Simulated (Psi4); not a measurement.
C2H5S (SMILES CC[S]), doublet, geometry from GFN2-xTB; MP3/def2-SVP in Psi4.

The Psi4 input:
```
memory 2 GB

molecule mol {
0 2
  C     1.482554    0.659323   -0.016558
  C    -0.031544    0.783952    0.002485
  S    -0.844717   -0.823715    0.008237
  H    -0.371046    1.312006    0.895435
  H    -0.392973    1.316748   -0.878969
  H     1.933955    1.649482   -0.019490
  H     1.830643    0.118414    0.860426
  H     1.808830    0.123132   -0.904755
}

set basis def2-svp
set reference uhf
set freeze_core true

energy('mp3')
print_variables()
```

What the program printed (banner, timings and long lists left out):

```
    Information: MP3 default algorithm changed to DF in August 2020. Use `set mp_type conv` for previous behavior.
    For method 'MP3', SCF Algorithm Type (re)set to DISK_DF.

   => Loading Basis Set <=

    Name: DEF2-SVP
    Role: ORBITAL
    Keyword: BASIS

         ---------------------------------------------------------
                                   SCF
               by Justin Turney, Rob Parrish, Andy Simmonett
                          and Daniel G. A. Smith
                              UHF Reference
         ---------------------------------------------------------

  ==> Geometry <==

    Molecular point group: c1
    Full point group: C1

    Geometry (in Angstrom), charge = 0, multiplicity = 2:

       Center              X                  Y                   Z               Mass
    ------------   -----------------  -----------------  -----------------  -----------------
         C            1.560378883808     0.732447695721    -0.017324325106    12.000000000000
         C            0.046280883808     0.857076695721     0.001718674894    12.000000000000
         S           -0.766892116192    -0.750590304279     0.007470674894    31.972071174400
         H           -0.293221116192     1.385130695721     0.894668674894     1.007825032230
         H           -0.315148116192     1.389872695721    -0.879735325106     1.007825032230
         H            2.011779883808     1.722606695721    -0.020256325106     1.007825032230
         H            1.908467883808     0.191538695721     0.859659674894     1.007825032230
         H            1.886654883808     0.196256695721    -0.905521325106     1.007825032230

  Running in c1 symmetry.

  Rotational constants: A =      1.06747  B =      0.18666  C =      0.16893 [cm^-1]
  Rotational constants: A =  32001.95416  B =   5595.96544  C =   5064.47385 [MHz]
  Nuclear repulsion =   98.626621578763391

  Charge       = 0
  Multiplicity = 2
  Electrons    = 33
  Nalpha       = 17
  Nbeta        = 16

  ==> Algorithm <==

  SCF Algorithm Type is DISK_DF.
  DIIS enabled.
  MOM disabled.
  Fractional occupation disabled.
  Guess Type is SAD.
  Energy threshold   = 1.00e-08
  Density threshold  = 1.00e-08
  Integral threshold = 1.00e-12

  ==> Primary Basis <==

  Basis Set: DEF2-SVP
    Blend: DEF2-SVP
    Number of shells: 35
    Number of basis functions: 71
    Number of Cartesian functions: 74
    Spherical Harmonics?: true
    Max angular momentum: 2

   => Loading Basis Set <=

    Name: (DEF2-SVP AUX)
    Role: JKFIT
    Keyword: DF_BASIS_SCF

  ==> Integral Setup <==

  ==> DiskDFJK: Density-Fitted J/K Matrices <==

    J tasked:                  Yes
    K tasked:                  Yes
    wK tasked:                  No
    Integrals threads:           1
    Algorithm:                Core
    Integral Cache:           SAVE
    Schwarz Cutoff:          1E-12
    Fitting Condition:       1E-10

   => Auxiliary Basis Set <=

  Basis Set: (DEF2-SVP AUX)
    Blend: DEF2-UNIVERSAL-JKFIT
    Number of shells: 118
    Number of basis functions: 368
    Number of Cartesian functions: 433
    Spherical Harmonics?: true
    Max angular momentum: 4

  Minimum eigenvalue in the overlap matrix is 3.8546037782E-03.
  Reciprocal condition number of the overlap matrix is 6.7085531880E-04.
    Using symmetric orthogonalization.

  ==> Pre-Iterations <==

  SCF Guess: Superposition of Atomic Densities via on-the-fly atomic UHF (no occupation information).

   -------------------------
    Irrep   Nso     Nmo
   -------------------------
     A         71      71
   -------------------------
    Total      71      71
   -------------------------

  ==> Iterations <==

                           Total Energy        Delta E     RMS |[F,P]|

   @DF-UHF iter SAD:  -475.36190648302647   -4.75362e+02   0.00000e+00
   @DF-UHF iter   1:  -475.89055701852396   -5.28651e-01   4.43672e-03 DIIS/ADIIS
   @DF-UHF iter   2:  -475.95894582555536   -6.83888e-02   1.74275e-03 DIIS/ADIIS
   @DF-UHF iter   3:  -475.96911127074560   -1.01654e-02   5.41007e-04 DIIS/ADIIS
   @DF-UHF iter   4:  -475.97107918896052   -1.96792e-03   1.45209e-04 DIIS/ADIIS
   @DF-UHF iter   5:  -475.97120624969114   -1.27061e-04   5.76526e-05 DIIS
   @DF-UHF iter   6:  -475.97122970630784   -2.34566e-05   1.83872e-05 DIIS
   @DF-UHF iter   7:  -475.97123221446088   -2.50815e-06   6.26541e-06 DIIS
   @DF-UHF iter   8:  -475.97123254436298   -3.29902e-07   2.68348e-06 DIIS
   @DF-UHF iter   9:  -475.97123262351198   -7.91490e-08   1.49937e-06 DIIS
   @DF-UHF iter  10:  -475.97123265958720   -3.60752e-08   5.47875e-07 DIIS
   @DF-UHF iter  11:  -475.97123266417555   -4.58834e-09   1.62351e-07 DIIS
   @DF-UHF iter  12:  -475.97123266447761   -3.02066e-10   5.63570e-08 DIIS
   @DF-UHF iter  13:  -475.97123266451217   -3.45608e-11   2.00380e-08 DIIS
   @DF-UHF iter  14:  -475.97123266451734   -5.17275e-12   7.05265e-09 DIIS
  Energy and wave function converged.

  ==> Post-Iterations <==

   @Spin Contamination Metric:   8.984928930E-03
   @S^2 Expected:                7.500000000E-01
   @S^2 Observed:                7.589849289E-01
   @S   Expected:                5.000000000E-01
   @S   Observed:                5.000000000E-01

    Orbital Energies [Eh]
    ---------------------

    Alpha Occupied:

[...]
    Alpha Virtual:

[...]
    Beta Occupied:

[...]
      16A     -0.341596

    Beta Virtual:

[...]
      71A      3.370506

    Final Occupation by Irrep:
              A
    DOCC [    16 ]
    SOCC [     1 ]
    NA   [    17 ]
    NB   [    16 ]

  @DF-UHF Final Energy:  -475.97123266451734

   => Energetics <=

    Nuclear Repulsion Energy =             98.6266215787633911
    One-Electron Energy =                -850.4716855238631297
    Two-Electron Energy =                 275.8738312805823512
    Total Energy =                       -475.9712326645173448

  UHF NO Occupations:
  HONO-2 :   15  A 1.9996676
  HONO-1 :   16  A 1.9960603
  HONO-0 :   17  A 1.0000000
[...]
  DIE_IF_NOT_CONVERGED          => (empty)
[...]
  MBIS_SPHERICAL_POINTS         => (empty)
  MOLDEN_WITH_VIRTUAL           => (empty)
  MOLDEN_WRITE                  => (empty)
  MO_DIIS_NUM_VECS              => (empty)
  MO_MAXITER                    => (empty)
  MO_STEP_MAX                   => (empty)
  MP2_AMP_TYPE                  => (empty)
  MP2_OS_SCALE                  => (empty)
  MP2_SOS_SCALE                 => (empty)
  MP2_SOS_SCALE2                => (empty)
  MP2_SS_SCALE                  => (empty)
  MP2_TYPE                      => (empty)
  MP_TYPE                       => (empty)
  NAT_ORBS                      => FALSE           !
  NUM_FROZEN_DOCC               => (empty)
  NUM_FROZEN_UOCC               => (empty)
  NUM_GPUS                      => (empty)
  OCC_ORBS_PRINT                => (empty)
  OEPROP                        => (empty)
  OO_SCALE                      => (empty)
  OPT_METHOD                    => (empty)
  ORBITAL_OPTIMIZER_PACKAGE     => (empty)
  ORB_OPT                       => FALSE           !
  ORB_RESP_SOLVER               => (empty)
  ORTH_TYPE                     => (empty)
  PARENT_SYMMETRY               => (empty)
  PCG_BETA_TYPE                 => (empty)
  PCG_CONVERGENCE               => (empty)
  PCG_MAXITER                   => (empty)
  PCM                           => (empty)
  PE                            => (empty)
  PPL_TYPE                      => (empty)
  PRINT                         => (empty)
  PRINT_NOONS                   => (empty)
  PROPERTIES                    => (empty)
  PROPERTIES_ORIGIN             => (empty)
  PUREAM                        => (empty)
  QCHF                          => (empty)
  QC_MODULE                     => (empty)
  RAS1                          => (empty)
  RAS2                          => (empty)
  RAS3                          => (empty)
  RAS4                          => (empty)
  READ_SCF_3INDEX               => (empty)
  REGULARIZATION                => (empty)
  REG_PARAM                     => (empty)
  RELATIVISTIC                  => (empty)
  REMP_A                        => (empty)
  RESTRICTED_DOCC               => (empty)
  RESTRICTED_UOCC               => (empty)
  RMS_MOGRAD_CONVERGENCE        => (empty)
  R_CONVERGENCE                 => (empty)
  SCF_TYPE                      => DISK_DF         !
  SCREENING                     => (empty)
  SCS_TYPE                      => (empty)
  SOCC                          => (empty)
  SOS_TYPE                      => (empty)
  TRIPLES_IABC_TYPE             => (empty)
  WFN                           => (empty)
  WFN_TYPE                      => DF-OMP3         !
  WRITER_FILE_LABEL             => (empty)
  ZORA_BASIS_TOLERANCE          => (empty)
  ZORA_NR_DEBUG                 => (empty)
  ZORA_PRUNING_SCHEME           => (empty)
  ZORA_RADIAL_POINTS            => (empty)
  ZORA_SPHERICAL_POINTS         => (empty)

	For this residual convergence, default PCG convergence is:     1.00e-07
	For this energy convergence, default residual convergence is:     3.16e-07

 ==============================================================================
 ==============================================================================
 ==============================================================================

                     DF-MP3
              Program Written by Ugur Bozkaya
              Latest Revision September 9, 2017

 ==============================================================================
 ==============================================================================
 ==============================================================================

	MO spaces...

	 FC   AOCC   BOCC  AVIR   BVIR   FV
	------------------------------------------
	  7    10     9    54     55     0

	Number of basis functions in the DF-CC basis: 228

	Total memory requirement for DF+CC int:     15.08 MB

	Computing DF-MP2 energy ...
	=======================================================================
	Nuclear Repulsion Energy (a.u.)    :    98.62662157876339
	DF-HF Energy (a.u.)                :  -475.97123266451734
	REF Energy (a.u.)                  :  -475.97123266451734
	Alpha-Alpha Contribution (a.u.)    :    -0.04901034595476
	Alpha-Beta Contribution (a.u.)     :    -0.30543110548505
	Beta-Beta Contribution (a.u.)      :    -0.04046516433763
	Scaled_SS Correlation Energy (a.u.):    -0.02982517009746
	Scaled_OS Correlation Energy (a.u.):    -0.36651732658207
	DF-SCS-MP2 Total Energy (a.u.)     :  -476.36757516119690
	DF-SOS-MP2 Total Energy (a.u.)     :  -476.36829310164791
	DF-SCS(N)-MP2 Total Energy (a.u.)  :  -476.12870956263197
	DF-MP2 Correlation Energy (a.u.)   :    -0.39490661577744
	DF-MP2 Total Energy (a.u.)         :  -476.36613928029482
	=======================================================================

	=======================================================================
	================ MP3 FINAL RESULTS ====================================
	=======================================================================
	Nuclear Repulsion Energy (a.u.)    :    98.62662157876339
	SCF Energy (a.u.)                  :  -475.97123266451734
	REF Energy (a.u.)                  :  -475.97123266451734
	Alpha-Alpha Contribution (a.u.)    :    -0.04864878389716
	Alpha-Beta Contribution (a.u.)     :    -0.34661590777305
	Beta-Beta Contribution (a.u.)      :    -0.03973784808408
	3rd Order Energy (a.u.)            :    -0.04009592397682
	DF-MP2.5 Correlation Energy (a.u.) :    -0.41495457776588
	DF-MP2.5 Total Energy (a.u.)       :  -476.38618724228320
	DF-MP3 Correlation Energy (a.u.)   :    -0.43500253975428
	DF-MP3 Total Energy (a.u.)         :  -476.40623520427164
	=======================================================================

  Variable Map:
  ----------------------------------------------------------------------------
[...]
  Array Variable Map:
  ----------------------------------------------------------------------------
[...]
[...]
```
